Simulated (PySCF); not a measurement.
SMILES O([Si](O)(C=C)OCC)C at its GFN2-xTB optimised geometry (Å):

```
21

C     -1.1159    -1.2240     2.6486
C     -1.6600    -1.1976     1.4426
Si    -0.9530    -0.2146     0.0000
O     -1.3110     1.3737     0.0000
O      0.6866    -0.2146     0.0000
C      1.5280    -1.3331     0.0206
O     -1.6511    -0.9211    -1.2780
C     -1.7430    -0.4519    -2.6023
C     -2.6287    -1.3891    -3.4081
H     -0.2199    -0.6682     2.8768
H     -1.5319    -1.7952     3.4650
H     -2.5579    -1.7764     1.2732
H     -0.7896     1.9672     0.5339
H      1.3559    -1.9277     0.9208
H      1.3565    -1.9672    -0.8522
H      2.5579    -0.9741     0.0117
H     -2.1604     0.5601    -2.5928
H     -0.7393    -0.4023    -3.0414
H     -3.6205    -1.4307    -2.9664
H     -2.7079    -1.0353    -4.4325
H     -2.2081    -2.3914    -3.4080
```

Calculation: PBE0/def2-SVP in PySCF 2.14.0.

Map of the Laplacian of the electron density (e/bohr⁵), clipped to [-1.50, 1.50] on the plane z = 0.8 Å:

```
|###############################|
|###############################|
|###############################|
|###############################|
|###############################|
|###############################|
|###############################|
|###############################|
|##########%%%%%################|
|#########%%%##%################|
|#########%@@%%%################|
|#########%@@@%%################|
|#########%@@@%%################|
|#########%%%%%%%%%%############|
|##########%###%%%%%%###########|
|#########%##%%%%@@@%%##########|
|########%%##%%#%@@@%%%#########|
|#######%%%**##%%@@@%%%%%#######|
|#######%%%**##%%%%%%%%%%#######|
|######%%%%###%%#%%%#%%%%#######|
|######%%%%%%%%##%%#:+%%%#######|
|######%%%%%%%####%# +%%########|
|#######%%%%######%%#%%#########|
|###################%%##########|
|###############################|
|###############################|
|###############################|
|###############################|
|###############################|
|###############################|
|###############################|
```
Scale: ten equal steps from -1.50 (start of ' ') to 0.429 (end of '@'), in the order ' .:-=+*#%@'; x runs from -5.00 to 5.00, y from -5.00 (bottom) to 5.00 (top).
